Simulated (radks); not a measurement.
Excited configurations of Kr: one electron is placed in a higher orbital outside [Ar] 3d10 4s2 4p5. The ground configuration is [Kr]. Method: scalar-relativistic Kohn-Sham, SCAN, spin-unpolarised, spherical densities, finite nucleus; meta-GGA in the generalised Kohn-Sham scheme; Fermi nuclear charge, rms radius 4.1884 fm; computed with a radial shooting solver on a logarithmic mesh with Libxc functionals. Excitation = E - E(ground); binding = E(ion) - E, where the ion is the core of charge +1; n* = 1/sqrt(2 binding) in atomic units, and the quantum defect is n - n*.

outer orbital,excitation (eV),binding (eV),n*,<r> (bohr)
4d,13.056,1.646,2.875,8.850
5d,13.620,1.082,3.546,16.39
5f,14.133,0.568,4.892,31.65
6p,13.485,1.217,3.344,16.29
6d,13.996,0.706,4.389,27.38

The Delta-SCF ionisation energy is 14.702 eV (NIST Atomic Spectra Database: 14.000 eV, measured). Self-interaction in the functional shifts the binding energies and quantum defects, so they are the method's values and not measured ones. Spin polarisation and multiplet splitting are left out, so open shells lie too high by an amount that depends on their filling.

Beside tabulated values, note that spin-unpolarised runs miss the spin-polarisation part of the exchange energy of open shells.
